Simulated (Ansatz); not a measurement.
Ansatz (an electronic-structure program) input:

Ansatz 0.2 input:
```yaml
crystal:
  periodic: [false, false, false]
  atoms:
    - {symbol: Sb, position_ang: [0.02684068, -0.01471397, 1.19106029]}
    - {symbol: C, position_ang: [0.17555423, -1.78817176, 0.07279469]}
    - {symbol: H, position_ang: [0.84803464, -2.50732194, 0.61690253]}
    - {symbol: H, position_ang: [0.62439979, -1.62257366, -0.86715969]}
    - {symbol: H, position_ang: [-0.79741530, -2.28657307, -0.05986071]}
    - {symbol: C, position_ang: [1.50838433, 1.11065223, 0.04082747]}
    - {symbol: H, position_ang: [2.49165234, 0.68294366, 0.27534767]}
    - {symbol: H, position_ang: [1.41318714, 2.13620167, 0.30034562]}
    - {symbol: H, position_ang: [1.26683265, 0.94562618, -1.01413627]}
    - {symbol: C, position_ang: [-1.65300969, 0.72402847, 0.04440258]}
    - {symbol: H, position_ang: [-2.55858589, 0.18989887, 0.30818384]}
    - {symbol: H, position_ang: [-1.46561086, 0.56294464, -0.99684932]}
    - {symbol: H, position_ang: [-1.84595834, 1.79352842, 0.21969126]}
basis:
  gaussian:
    orbitals: def2-TZVP
hamiltonian:
  xc: b3lyp
  dispersion: d3bj
total_charge: -1
magnetization: {spin_polarized: true, initial_magnetization: 1}
relax: {f_tol: 0.002, max_steps: 150}
```

### Question
Predict the final energy.

### Answer
-360.10327 Eh (B3LYP-D3(BJ)/def2-TZVP). The basis has 197 functions.
